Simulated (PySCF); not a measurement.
**NiH4: fields on a plane**

Level of theory: PBE0/[Ni def2-TZVP, H def2-TZVP], no relativity, density fitting, PySCF.

The singlet minimum has H–H 0.850 Å (×2), Ni–H 1.555 Å (×4); H–H–Ni 74.1° (×4), H–Ni–H 31.7° (×2), H–Ni–H 157.7° (×4).

The plane holds Ni1 at (0.00, 0.00), H2 at (1.55, 0.00), H3 at (-1.44, 0.59) Å. Columns run from x = -3.45 to 3.75 Å, rows from y = 2.85 (top) to -1.95 Å, in steps of 0.3 Å. Other isomers or separated fragments may lie lower.

Question: Give the electrostatic potential (V) (cut at 20 V). Lower edges of the bins (V): '_' -0.19, '.' -0.07, ':' 0.12, '-' 0.42, '=' 0.89, '+' 1.65, '*' 2.84, '#' 4.73, '%' 7.73, '@' 12.47; top 20.0, each point printed twice.

Answer: 
```
..................__________________..............
....::::::........__________________..............
::::::::::::::::....________________..............
::::::::::::::::::......__________................
::::::------====----::::::::......................
::::----==++++++++==========--::::::::::::::::::..
::::--==++**%%%%##****####**++======------::::::::
::::--==++##@@@@@@%%%%@@@@%%##**++++++==----::::::
::::--==++##@@@@@@@@@@@@@@@@%%##%%%%##++==--::::::
::::--==++**%%@@%%@@@@@@@@@@@@%%@@@@@@**==----::::
::::----==**####%%@@@@@@@@@@@@@@@@@@%%**==----::::
::::::--==++++**##%%@@@@@@@@@@%%%%%%##++==--::::::
::::::::----==++**##%%@@@@%%######**++==----::::::
::::::::::::----==++**####****++++++==----::::::::
......::::::::::::--================----::::::::::
....................::::::::::------::::::::::::::
..............__________......::::::::::::::::::..
```

Question: Give the electron localisation function (set to 0 where the density is under 0.005 e/Å³). Every second row and column.

Answer: 
```
0.00 0.00 0.00 0.00 0.00 0.00 0.00 0.00 0.00 0.00 0.00 0.00 0.00
0.00 0.00 0.00 0.00 0.00 0.06 0.06 0.00 0.00 0.00 0.00 0.00 0.00
0.00 0.00 0.48 0.80 0.44 0.15 0.15 0.12 0.10 0.00 0.00 0.00 0.00
0.00 0.20 0.93 0.99 0.85 0.18 0.20 0.18 0.37 0.66 0.24 0.00 0.00
0.00 0.31 0.97 1.00 0.83 0.43 0.73 0.19 0.92 0.97 0.85 0.00 0.00
0.00 0.16 0.90 0.96 0.26 0.72 0.19 0.15 0.99 0.99 0.90 0.00 0.00
0.00 0.00 0.45 0.57 0.18 0.24 0.31 0.15 0.94 0.96 0.67 0.00 0.00
0.00 0.00 0.00 0.12 0.13 0.17 0.17 0.20 0.63 0.64 0.11 0.00 0.00
0.00 0.00 0.00 0.00 0.07 0.09 0.10 0.09 0.10 0.00 0.00 0.00 0.00
```
